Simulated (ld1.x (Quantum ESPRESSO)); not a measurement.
## I: TM pseudisation with LDA (PZ), fully relativistic reference atom.

I (Z = 53), norm-conserving Troullier–Martins (Kleinman–Bylander form), made with ld1.x (Quantum ESPRESSO) 7.5 (LDA (PZ), fully relativistic). Core [Kr], reference 4d10 5s2 5p5. Waves: 5p (bound): rc 1.90 bohr; 4d (bound): rc 1.40 bohr; 5s (bound): rc 1.60 bohr. Local part: the s channel. Core correction: a·sin(br)/r model core inside 0.80 bohr.

Open shells are filled in proportion to 2j + 1 (rel_dist='average').

All-electron outer shells of the reference configuration (LDA (PZ), scalar-relativistic, ld1.x):

```tsv
shell	level (eV)	outermost node (bohr)	outermost maximum (bohr)
4s	-180.16	0.37	0.68
4p	-127.33	0.37	0.72
4d	-50.33	0.35	0.78
5s	-17.65	0.88	1.70
5p	-7.25	0.96	2.02
```

What the tests gave:

| Item | Value |
| --- | --- |
| Cutoffs needed | 110 Ry and 180 Ry (the cutoffs (Ry, on a coarse ladder) from which the occupation-weighted sum of valence levels, in a spherical-Bessel basis at the reference potential, stays within 10 and 1 mRy of its value at 400 Ry) |
| Ghost test | no extra level below or beside the all-electron valence levels (p1/2, p3/2, d3/2, d5/2, s, f tested) (spherical-Bessel basis up to 400 Ry, 20 bohr box) |
| Largest excitation error | -497 meV (all-electron minus pseudo) for 4d9 5s2 5p6, out of 7 test configurations |

Generation and tests took about 2.1 s on one core of a shared server CPU.
